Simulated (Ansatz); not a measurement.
Frontier orbitals of CH3AlCl2S, SMILES `C[S][Al]([Cl])[Cl]`.

Cartesian coordinates in Å:
```
C -0.255 -0.031 -1.433
S -0.924 0.923 -0.029
Al 0.170 0.155 1.653
Cl -0.238 0.899 3.550
Cl 1.639 -1.309 1.425
H 0.019 0.676 -2.213
H 0.620 -0.613 -1.150
H -1.031 -0.699 -1.803
```

The species carries charge 0 and has multiplicity 1. Geometry: relaxed with PBE0-D4/def2-TZVP. It is one conformer, not always the lowest. Basis def2-TZVPP, Ansatz 0.2.0.

```csv
functional,HOMO (eV),LUMO (eV)
PBE,-6.40,-1.71
```

(1) Give HOMO and LUMO (eV) with LDA (SPW92), revPBE, BLYP, r2SCAN, B97M-V, PBE0, B3LYP, r2SCANh, r2SCAN0, HSE06 (plane-wave form), BHLYP, CAM-B3LYP, LC-ωPBE, ωB97X-V, ωB97M-V, HF. (Best estimate.)

Answers

(1) Computed: 
| functional | HOMO | LUMO |
| --- | --- | --- |
| LDA (SPW92) | -6.52 | -2.00 |
| revPBE | -6.34 | -1.57 |
| BLYP | -6.22 | -1.61 |
| r2SCAN | -6.66 | -1.30 |
| B97M-V | -6.73 | -1.39 |
| PBE0 | -7.59 | -0.88 |
| B3LYP | -7.34 | -1.12 |
| r2SCANh | -7.10 | -1.04 |
| r2SCAN0 | -7.76 | -0.64 |
| HSE06 (plane-wave form) | -7.19 | -1.25 |
| BHLYP | -8.63 | -0.04 |
| CAM-B3LYP | -8.89 | 0.08 |
| LC-ωPBE | -10.29 | 1.24 |
| ωB97X-V | -9.93 | 1.12 |
| ωB97M-V | -9.75 | 0.83 |
| HF | -10.30 | 2.11 |

B3LYP here is the variant with VWN-RPA as its local correlation; programs differ in this. LC-ωPBE has ω = 0.4 bohr⁻¹. Positive LUMOs are unbound and depend on the basis.
